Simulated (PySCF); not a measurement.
Ranking problems on computed properties.

All species are isolated and taken at one optimised geometry, non-relativistic unless stated; the electronic structure was computed with PySCF and density fitting.

Dipoles, sizes and rotational constants follow the conformer. The torsions of the flexible species, by atom-mapped SMILES:
- `[PH2:1][SiH2:2][PH2:3]`: H–P1–Si2–P3 -169°, H–P1–Si2–P3 -76°, H–P3–Si2–P1 169°, H–P3–Si2–P1 76°
- `[CH3:1][CH2:2][n:3]1[n:4][n:5][cH:6][c:7]1[CH:8]=[O:9]`: C1–C2–N3–N4 -96°, C6–C7–C8–O9 178°
- `[CH2:1]=[CH:2][CH2:3][SiH:4]1[CH2:5][CH2:6]1`: C1–C2–C3–Si4 106°, C2–C3–Si4–C5 151°
- `[CH3:1][C@H:2]1[CH:3]=[C:4]1[CH2:5][SiH3:6]`: C3–C4–C5–Si6 -102°
- `[CH2:1]1[CH2:2][CH:3]1[SiH:4]1[CH2:5][CH2:6]1`: C2–C3–Si4–C5 -172°
- `[CH3:1][O:2][C@H:3]1[CH2:4][C@@H:5]([NH2:6])[CH2:7]1`: C1–O2–C3–C4 -178°, H–N6–C5–C4 54°, H–N6–C5–C4 174°
- `[CH3:1][c:2]1[n:3][n:4][n:5]([CH3:6])[c:7]1[CH:8]=[O:9]`: N5–C7–C8–O9 0°
- `[CH3:1][C@:2]1([CH2:3][F:4])[CH2:5][S:6]1`: C1–C2–C3–F4 -64°
- `[CH2:1]=[CH:2][SiH2:3][C:4](=[CH2:5])[CH3:6]`: C1–C2–Si3–C4 -117°, C2–Si3–C4–C5 -121°
- `[CH:1]#[C:2][C:3](=[O:4])[C:5](=[CH2:6])[C:7](=[O:8])[OH:9]`: C2–C3–C5–C6 -153°, C3–C5–C7–O8 -152°, H–O9–C7–C5 179°
- `[CH3:1][Si@@H:2]1[CH:3]=[CH:4][O:5][C@@H:6]1[CH2:7][F:8]`: O5–C6–C7–F8 177°

(1) Rank by lowest triplet excitation (Tamm–Dancoff), highest first (TDA CAM-B3LYP/def2-SVPD at GFN2-xTB geometries).
A. `C[C@H]1C=C1C[SiH3]`
B. `C1CC1[SiH]1CC1`
C. `P[SiH2]P`
D. `CO[C@H]1C[C@@H](N)C1`
E. `C=CC[SiH]1CC1`
F. `CCn1nncc1C=O`

(2) Rank by HOMO energy, highest first (CAM-B3LYP/def2-SVPD at GFN2-xTB geometries).
A. `CCn1nncc1C=O`
B. `C1C[SiH]1C1CC1`
C. `C[C@]1(CF)CS1`
D. `Cc1nnn(C)c1C=O`

(3) Rank by lowest singlet excitation, lowest first (TDDFT CAM-B3LYP/def2-SVPD at GFN2-xTB geometries).
A. `C[C@H]1C=C1C[SiH3]`
B. `C#CC(=O)C(=C)C(=O)O`
C. `C[C@]1(CF)CS1`
D. `C=C[SiH2]C(=C)C`
E. `CCN1N=NC=C1C=O`

(4) Rank by dipole moment, lowest first (CAM-B3LYP/def2-SVPD at GFN2-xTB geometries).
A. `C[C@@]1(CS1)CF`
B. `C[Si@@H]1C=CO[C@@H]1CF`
C. `C[C@H]1C=C1C[SiH3]`
D. `C#CC(=O)C(=C)C(=O)O`
E. `C1CC1[SiH]1CC1`

(5) Rank by electronic spatial extent ⟨r²⟩ about the centre of nuclear charge, lowest first (CAM-B3LYP/def2-SVPD at GFN2-xTB geometries).
A. `CCn1nncc1C=O`
B. `C=C[SiH2]C(=C)C`
C. `C[C@]1(CF)CS1`
D. `C#CC(=O)C(=C)C(=O)O`
E. `C1[SiH](C2CC2)C1`
F. `C([SiH3])C1[C@H](C=1)C`
G. `Cc1nnn(C)c1C=O`
H. `P[SiH2]P`

(6) Give the two extremes of that set in Å².

(7) Rank by HOMO–LUMO gap, lowest first (CAM-B3LYP/def2-SVPD at GFN2-xTB geometries).
A. `C[C@@H]1C[C@@H](F)S1`
B. `C[C@H]1C=C1C[SiH3]`
C. `C[Si@@H]1C=CO[C@@H]1CF`
D. `OC(C(C(C#C)=O)=C)=O`
E. `Cc1nnn(C)c1C=O`
F. `c1nnn(c1C=O)CC`
G. `C=C[SiH2]C(=C)C`

Results:

(1) D (6.02 eV), C (5.68 eV), B (5.21 eV), E (4.35 eV), A (4.09 eV), F (3.46 eV).

(2) B (-7.75 eV), C (-8.18 eV), D (-9.09 eV), A (-9.50 eV).

(3) B (3.71 eV), E (4.00 eV), C (4.88 eV), A (6.16 eV), D (6.52 eV).

(4) A (0.57 D), C (0.77 D), E (1.00 D), B (1.27 D), D (2.03 D).

(5) H (634 bohr²), C (720 bohr²), E (887 bohr²), B (926 bohr²), F (983 bohr²), A (1083 bohr²), D (1101 bohr²), G (1127 bohr²).

(6) `P[SiH2]P`: 178 Å²; `Cc1nnn(C)c1C=O`: 315 Å².

(7) D (7.84 eV), E (7.97 eV), F (8.30 eV), A (8.91 eV), B (9.03 eV), C (9.13 eV), G (9.49 eV).
